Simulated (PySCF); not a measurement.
# S⁺: ionisation energy

S⁺ [Ne] 3s2 3p3 (4S) → S²⁺ [Ne] 3s2 3p2 (3P), as a difference of total energies. All numbers are calculated (PySCF 2.14, the spin-free X2C one-electron Hamiltonian (Gaussian nucleus), in aug-cc-pVTZ-DK (6s5p3d2f, 50 functions)). Correlated levels: valence: [Ne] frozen. The calculations carry no spin-orbit coupling.

```
           method  ionisation energy (eV)
              UHF                  22.713
              LDA                  23.388
              PBE                  23.310
             PBE0                  23.377
           r2SCAN                  23.513
        CAM-B3LYP                  23.246
            HSE06                  23.361
          LC-wPBE                  23.475
        BHandHLYP                  23.129
    MP2 (valence)                  23.330
SCS-MP2 (valence)                  23.143
```

**Question.** How much does correlation contribute at MP2 (valence)?

**Answer.** 23.330 − (22.713) = 0.617 eV, measured against UHF.

A first-order spin-orbit estimate (lowest level to lowest level, LS coupling) adds -0.062 eV.

Errors of the correlated levels include the incompleteness of this basis and the frozen core.

For comparison: 23.338 eV (measured; NIST Atomic Spectra Database, ionization energies).
